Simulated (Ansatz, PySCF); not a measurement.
The pair A = H2O (SMILES O) (first 3 atoms), B = PH3 (SMILES P); geometry from B3LYP-D3(BJ)/def2-TZVP.
(charge 0, multiplicity 1):
```xyz
7

O      0.2632    -0.0779    -0.5425
H      0.1242     0.0001     0.4118
H      1.1449     0.2748    -0.6984
P     -0.4624     0.1411     2.9231
H      0.1734    -0.5760     3.9656
H     -0.5898     1.3364     3.6715
H     -1.7599    -0.3281     3.2395
```

Correlated levels freeze the cores. CBS: X⁻³ extrapolation of the correlation energy, Hartree–Fock from the larger set.

The values were computed with Ansatz (a first-principles code) with Gaussian orbitals; PySCF for the dispersion terms. Values without a source in brackets are computed.

The monomers are drawn apart, rigid, along the line of their centres of mass. Counterpoise-corrected interaction energies (kcal/mol):

```json
[
 {"level": "PBE/def2-TZVPPD", "R = 4.610 Å": "-1.2405", "R = 5.644 Å": "-0.4546"},
 {"level": "PBE-D3(BJ)/def2-TZVPPD", "R = 4.610 Å": "-1.4552", "R = 5.644 Å": "-0.5216"},
 {"level": "wB97M-V/def2-TZVPPD", "R = 4.610 Å": "-1.2114", "R = 5.644 Å": "-0.4716"},
 {"level": "CCSD(T)/CBS(aug-cc-pV(D+d)Z, aug-cc-pV(T+d)Z)", "R = 4.610 Å": "-1.2459", "R = 5.644 Å": "-0.4799"}
]
```

Q: R is the distance of the centres of mass. Find the local exponent m of E ∝ R⁻ᵐ between the two points.

A: 
m = ln(E₁/E₂)/ln(R₂/R₁): PBE/def2-TZVPPD 5.0; PBE-D3(BJ)/def2-TZVPPD 5.1; wB97M-V/def2-TZVPPD 4.7; CCSD(T)/CBS(aug-cc-pV(D+d)Z, aug-cc-pV(T+d)Z) 4.7. For scale, two fixed dipoles give m = 3, dipole and quadrupole 4, quadrupoles 5, and dispersion or dipole-induced dipole 6 at long range; at these distances several terms mix, and what is left of overlap and damping shifts m, so it need not match one of them.
